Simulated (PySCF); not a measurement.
**Indirect couplings**

Geometry:
```csv
atom,x (Å),y (Å),z (Å)
C1,2.214,-0.633,-0.141
O2,0.846,-0.455,0.163
C3,0.176,0.496,-0.485
C4,-1.125,0.723,-0.285
F5,-1.730,1.718,-0.982
C6,-2.039,-0.010,0.649
F7,-1.604,0.059,1.932
F8,-2.100,-1.333,0.353
H9,2.786,-0.532,0.783
H10,2.354,-1.641,-0.539
H11,2.568,0.097,-0.870
H12,0.709,1.113,-1.203
H13,-3.060,0.399,0.608
```

Couplings: B3LYP/pcJ-1 (spin–dipole term only in couplings to heteroatoms) in PySCF, geometry GFN2-xTB; gas phase, one conformer, non-relativistic. Couplings are averaged over pairs made equivalent by symmetry, fast rotation or ring inversion, so a value needn't be that of the named pair in this geometry, while other rotamers aren't included; one pair stands for each set, and the list holds a selection of those of at least 1.5 Hz over up to four bonds, among pairs with at least one C or F or H atom (others weren't computed). One-bond C–F couplings come out tens of Hz too large with common functionals.

Isotopes: ¹³C, ¹⁹F, ¹H, ¹⁷O. Couplings to quadrupolar nuclei such as 17O and 33S are rarely resolved in practice.

```json
{"pair": "C1, O2", "bonds": "1", "J (Hz)": "20.9"}
{"pair": "C1, H9", "bonds": "1", "J (Hz)": "149.1"}
{"pair": "O2, C3", "bonds": "1", "J (Hz)": "23.3"}
{"pair": "C3, C4", "bonds": "1", "J (Hz)": "118.0"}
{"pair": "C3, H12", "bonds": "1", "J (Hz)": "180.0"}
{"pair": "C4, F5", "bonds": "1", "J (Hz)": "-291.8"}
{"pair": "C4, C6", "bonds": "1", "J (Hz)": "82.4"}
{"pair": "C6, F7", "bonds": "1", "J (Hz)": "?"}
{"pair": "C6, H13", "bonds": "1", "J (Hz)": "186.7"}
{"pair": "O2, C4", "bonds": "2", "J (Hz)": "-17.9"}
{"pair": "O2, H9", "bonds": "2", "J (Hz)": "-6.2"}
{"pair": "C3, F5", "bonds": "2", "J (Hz)": "51.9"}
{"pair": "C4, F7", "bonds": "2", "J (Hz)": "30.2"}
{"pair": "C4, H12", "bonds": "2", "J (Hz)": "-1.5"}
{"pair": "F5, C6", "bonds": "2", "J (Hz)": "?"}
{"pair": "F7, F8", "bonds": "2", "J (Hz)": "285.3"}
{"pair": "F7, H13", "bonds": "2", "J (Hz)": "?"}
{"pair": "H9, H10", "bonds": "2", "J (Hz)": "?"}
{"pair": "C1, C4", "bonds": "3", "J (Hz)": "5.8"}
{"pair": "C1, H12", "bonds": "3", "J (Hz)": "8.7"}
{"pair": "O2, F5", "bonds": "3", "J (Hz)": "?"}
{"pair": "F5, H12", "bonds": "3", "J (Hz)": "7.1"}
{"pair": "F5, H13", "bonds": "3", "J (Hz)": "?"}
{"pair": "C6, H12", "bonds": "3", "J (Hz)": "?"}
{"pair": "F7, H12", "bonds": "4", "J (Hz)": "?"}
{"pair": "H12, H13", "bonds": "4", "J (Hz)": "2.1"}
```

Estimate the withheld couplings, with signs.

Answers


- ¹J(C6,F7) = -297.0 Hz (bond length 1.357 Å)
- ²J(F5,C6) = 50.1 Hz (angle at C4 114°)
- ²J(F7,H13) = 57.5 Hz (angle at C6 108°)
- ²J(H9,H10) = -11.8 Hz
- ³J(O2,F5) = 6.9 Hz (dihedral angle 180°)
- ³J(F5,H13) = 9.6 Hz (dihedral angle 0°)
- ³J(C6,H12) = 4.8 Hz (dihedral angle 180°)
- ⁴J(F7,H12) = -3.8 Hz
